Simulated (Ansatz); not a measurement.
Compare A (`OBO[SiH2][SiH3]`) with its isomer B (`[SiH3]OBO[SiH3]`).

Gas-phase electronic energies from Ansatz, PBE0-D4/def2-TZVP geometries. CCSD(T)/CBS adds triple-zeta CCSD(T) − MP2 to the extrapolated MP2 energy (def2 sets, frozen cores). Functionals use def2-TZVPP. B3LYP here is the variant with VWN-RPA as its local correlation; programs differ in this. Each species was taken in one conformer, which may not be the lowest.

A:

```xyz
12

O     0.9285   -1.9408    2.2810
B     0.5009   -1.2267    1.2150
O     0.4763    0.1333    1.2602
Si    0.0150    1.2713    0.1456
Si   -0.7205    0.3210   -1.8691
H     1.1908   -1.3769    3.0160
H     0.1488   -1.8326    0.2414
H    -1.0677    2.0867    0.7568
H     1.1820    2.1594   -0.0997
H     0.3569   -0.4762   -2.5130
H    -1.9058   -0.5500   -1.6509
H    -1.1052    1.4317   -2.7834
```

B:

```xyz
12

Si    0.739   -1.830   -1.263
O     0.255   -0.544   -0.345
B     0.746    0.028    0.788
O     0.113    1.097    1.324
Si   -1.251    1.881    0.800
H     1.977   -2.427   -0.701
H    -0.351   -2.834   -1.271
H     0.988   -1.347   -2.642
H     1.732   -0.399    1.321
H    -2.407    0.951    0.771
H    -1.506    2.970    1.771
H    -1.035    2.453   -0.553
```

Q: Which isomer does CCSD(T)/CBS put lower? Give the gap. (Best estimate.)

A: The calculation gave: B, by 90.7 kJ/mol.

Q: Give E(B) − E(A) in kJ/mol with BLYP-D4, CCSD/def2-TZVPP, B3LYP-D4, r2SCAN-D4, CCSD(T)/def2-TZVPP, LDA (SPW92), PBE-D4. (Estimate.)

A: Ansatz gave: BLYP-D4 -84.3, CCSD/def2-TZVPP -93.9, B3LYP-D4 -89.5, r2SCAN-D4 -81.9, CCSD(T)/def2-TZVPP -90.3, LDA (SPW92) -61.9, PBE-D4 -62.1. None reverses the order clearly.

Q: Does the order hold for the free energy at 298.15 K (harmonic terms from PBE0-D4)? (Estimate.)

A: Ansatz gave: Yes: G(B) − G(A) = -96.5 kJ/mol, for one conformer each. Modes under 60 cm⁻¹, often nearly free rotors, make the harmonic entropy too high.

Largest T1 diagnostic: 0.013.

In def2-TZVPP, CCSD(T) changes the Hartree–Fock value by +27.9 kJ/mol (the triples alone add +3.6 kJ/mol) and MP2 by +19.8 kJ/mol. From PBE to PBE0 (25 % exact exchange), in def2-TZVPP and without D4, E(B) − E(A) moves by −8.6 kJ/mol.
